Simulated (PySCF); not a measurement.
Osmium: a sound run and one with changed settings

Sound run: Os⁺ [Xe] 4f14 5d6 6s1, Os²⁺ [Xe] 4f14 5d6. Calculation: PySCF 2.14, in cc-pVTZ-PP with ECP60MDF (5s5p4d2f1g, 63 functions); a scalar-relativistic core potential. In the sound run the correlated levels freeze 5s2 5p6 outside the core potential. The sound run starts from symmetry-adapted Hartree-Fock orbitals and uses a fine grid where one is needed.

Changed run: a valence shell is frozen. This setting is unsound on purpose.

| species | method | sound run (hartree) | changed run (hartree) | converged |
| --- | --- | --- | --- | --- |
| Os⁺ | MP2 | -89.96033 | -89.96033 | yes |
| Os²⁺ | MP2 | -89.34096 | -89.34096 | yes |

Ionisation energy of Os⁺:

```json
{"method": "UHF", "sound run (eV)": "16.018", "changed run (eV)": "16.018"}
{"method": "MP2", "sound run (eV)": "16.854", "changed run (eV)": "16.854"}
{"method": "SCS-MP2", "sound run (eV)": "16.488", "changed run (eV)": "16.488"}
```

Here the setting changes nothing at the digits shown.

For comparison, NIST gives 17 ± 1 eV between the lowest levels.
